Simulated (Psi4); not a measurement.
H₄O₄Si (SMILES O[Si](O)(O)O), singlet, at a GFN2-xTB geometry; CAM-B3LYP/6-311G** (Psi4).

Here is a job for Psi4.
```
memory 2 GB

molecule {
0 1
  O     0.71655418    1.18982663   -0.84296995
  Si   -0.00000000   -0.00000000    0.00000000
  O    -1.02814201    0.71678285    1.03386749
  O    -0.68738808   -0.99172487   -1.08798669
  O     0.99897591   -0.91488460    0.89708915
  H     1.01009778    1.96488292   -0.37378436
  H    -1.39938075    0.19534961    1.73906562
  H    -1.15878807   -0.60533841   -1.81976724
  H     1.54807104   -1.55489412    0.45448598
}

set basis 6-311g**

energy('cam-b3lyp')
print_variables()
```

Question: What does Psi4 print? Leave out banner, timings and long lists.

Answer: 
```
   => Loading Basis Set <=

    Name: 6-311G**
    Role: ORBITAL
    Keyword: BASIS

         ---------------------------------------------------------
                                   SCF
               by Justin Turney, Rob Parrish, Andy Simmonett
                          and Daniel G. A. Smith
                              RKS Reference
         ---------------------------------------------------------

  ==> Geometry <==

    Molecular point group: c1
    Full point group: C1

    Geometry (in Angstrom), charge = 0, multiplicity = 1:

       Center              X                  Y                   Z               Mass
    ------------   -----------------  -----------------  -----------------  -----------------
         O            0.716554180000     1.189826628334    -0.842969950000    15.994914619570
         SI          -0.000000000000    -0.000000001666    -0.000000000000    27.976926534650
         O           -1.028142010000     0.716782848334     1.033867490000    15.994914619570
         O           -0.687388080000    -0.991724871666    -1.087986690000    15.994914619570
         O            0.998975910000    -0.914884601666     0.897089150000    15.994914619570
         H            1.010097780000     1.964882918334    -0.373784360000     1.007825032230
         H           -1.399380750000     0.195349608334     1.739065620000     1.007825032230
         H           -1.158788070000    -0.605338411666    -1.819767240000     1.007825032230
         H            1.548071040000    -1.554894121666     0.454485980000     1.007825032230

  Running in c1 symmetry.

  Rotational constants: A =      0.13805  B =      0.13805  C =      0.12578 [cm^-1]
  Rotational constants: A =   4138.53739  B =   4138.53738  C =   3770.68160 [MHz]
  Nuclear repulsion =  270.793384202852792

  Charge       = 0
  Multiplicity = 1
  Electrons    = 50
  Nalpha       = 25
  Nbeta        = 25

  ==> Algorithm <==

  SCF Algorithm Type is DF.
  DIIS enabled.
  MOM disabled.
  Fractional occupation disabled.
  Guess Type is SAD.
  Energy threshold   = 1.00e-06
  Density threshold  = 1.00e-06
  Integral threshold = 1.00e-12

  ==> Primary Basis <==

  Basis Set: 6-311G**
    Blend: 6-311G**
    Number of shells: 60
    Number of basis functions: 122
    Number of Cartesian functions: 127
    Spherical Harmonics?: true
    Max angular momentum: 2

  ==> DFT Potential <==

   => LibXC <=

    Version 7.1.2
    S. Lehtola, C. Steigemann, M. J. T. Oliveira, and M. A. L. Marques,  SoftwareX 7, 1–5 (2018) (10.1016/j.softx.2017.11.002)

   => Composite Functional: CAM-B3LYP <=

    CAM-B3LYP Hyb-GGA Exchange-Correlation Functional

    T. Yanai, D. P. Tew, and N. C. Handy,  Chem. Phys. Lett. 393, 51 (2004) (10.1016/j.cplett.2004.06.011)

    Deriv               =              1
    GGA                 =           TRUE
    Meta                =          FALSE

    Exchange Hybrid     =           TRUE
    MP2 Hybrid          =          FALSE

   => Exchange Functionals <=

    0.3500         Becke 88 [omega = 0.3300]
    0.4600   Short-range recipe for B88 functional - erf [omega = 0.3300]

   => Exact (HF) Exchange <=

    0.4600            HF,LR [omega = 0.3300]
    0.1900               HF

   => Correlation Functionals <=

    0.1900   Vosko, Wilk & Nusair (VWN5)
    0.8100   Lee, Yang & Parr

   => LibXC Density Thresholds  <==

    XC_HYB_GGA_XC_CAM_B3LYP:  1.00E-14

   => Molecular Quadrature <=

    Radial Scheme          =       TREUTLER
    Pruning Scheme         =           NONE
    Nuclear Scheme         =       TREUTLER

    Blocking Scheme        =         OCTREE
    BS radius alpha        =              1
    Pruning alpha          =              1
    Radial Points          =             75
    Spherical Points       =            302
    Total Points           =         195206
    Total Blocks           =           1511
    Max Points             =            256
    Max Functions          =            120
    Weights Tolerance      =       1.00E-15

   => Loading Basis Set <=

    Name: (6-311G** AUX)
    Role: JKFIT
    Keyword: DF_BASIS_SCF

  ==> Integral Setup <==

  SCF_SUBTYPE=INCORE selected. In-core MEM_DF algorithm will be used.
  Using in-core AOs.

  ==> MemDFJK: Density-Fitted J/K Matrices <==

    J tasked:                   Yes
    K tasked:                   Yes
    wK tasked:                  Yes
    Omega:                3.300E-01
    Algorithm:                 Core
    Schwarz Cutoff:           1E-12
    Mask sparsity (%):       2.7143
    Fitting Condition:        1E-10

   => Auxiliary Basis Set <=

  Basis Set: (6-311G** AUX)
    Blend: CC-PVTZ-JKFIT
    Number of shells: 177
    Number of basis functions: 557
    Number of Cartesian functions: 669
    Spherical Harmonics?: true
    Max angular momentum: 4

  Minimum eigenvalue in the overlap matrix is 1.1901230818E-02.
  Reciprocal condition number of the overlap matrix is 2.4891279496E-03.
    Using symmetric orthogonalization.

  ==> Pre-Iterations <==

  SCF Guess: Superposition of Atomic Densities via on-the-fly atomic UHF (no occupation information).

   -------------------------
    Irrep   Nso     Nmo
   -------------------------
     A        122     122
   -------------------------
    Total     122     122
   -------------------------

  ==> Iterations <==

                           Total Energy        Delta E     RMS |[F,P]|

   @DF-RKS iter SAD:  -592.14050509092806   -5.92141e+02   0.00000e+00
   @DF-RKS iter   1:  -592.52978613670734   -3.89281e-01   9.99885e-03 DIIS/ADIIS
   @DF-RKS iter   2:  -592.38893978471674    1.40846e-01   1.13493e-02 DIIS/ADIIS
   @DF-RKS iter   3:  -593.01274184821477   -6.23802e-01   4.58045e-04 DIIS/ADIIS
   @DF-RKS iter   4:  -593.01334167850916   -5.99830e-04   1.00155e-04 DIIS/ADIIS
   @DF-RKS iter   5:  -593.01338575725288   -4.40787e-05   1.66142e-05 DIIS
   @DF-RKS iter   6:  -593.01338764447894   -1.88723e-06   3.68185e-06 DIIS
   @DF-RKS iter   7:  -593.01338775750889   -1.13030e-07   5.43699e-07 DIIS
  Energy and wave function converged.

  ==> Post-Iterations <==

   Electrons on quadrature grid:
      Ntotal   =   50.0000191259 ; deviation = 1.913e-05

    Orbital Energies [Eh]
    ---------------------

    Doubly Occupied:

[...]
      25A     -0.383519

    Virtual:

[...]
     122A    141.091706

    Final Occupation by Irrep:
              A
    DOCC [    25 ]
    NA   [    25 ]
    NB   [    25 ]

  @DF-RKS Final Energy:  -593.01338775750889

   => Energetics <=

    Nuclear Repulsion Energy =            270.7933842028527920
    One-Electron Energy =               -1358.6321221193325073
    Two-Electron Energy =                 537.4131835007150357
    DFT Exchange-Correlation Energy =     -42.5878333417442576
    Empirical Dispersion Energy =           0.0000000000000000
    VV10 Nonlocal Energy =                  0.0000000000000000
    Total Energy =                       -593.0133877575088945

Computation Completed

Properties will be evaluated at   0.000000,   0.000000,   0.000000 [a0]

Properties computed using the SCF density matrix

 Multipole Moments:

 ------------------------------------------------------------------------------------
     Multipole            Electronic (a.u.)      Nuclear  (a.u.)        Total (a.u.)
 ------------------------------------------------------------------------------------

 L = 1.  Multiply by 2.5417464519 to convert [e a0] to [Debye]
 Dipole X            :         -0.0000000            0.0000000           -0.0000000
 Dipole Y            :         -0.0000000           -0.0000000           -0.0000000
 Dipole Z            :         -0.0000000           -0.0000000           -0.0000000
 Magnitude           :                                                    0.0000000

 ------------------------------------------------------------------------------------

  Variable Map:
  ----------------------------------------------------------------------------
[...]
  Array Variable Map:
  ----------------------------------------------------------------------------
[...]
[...]
```
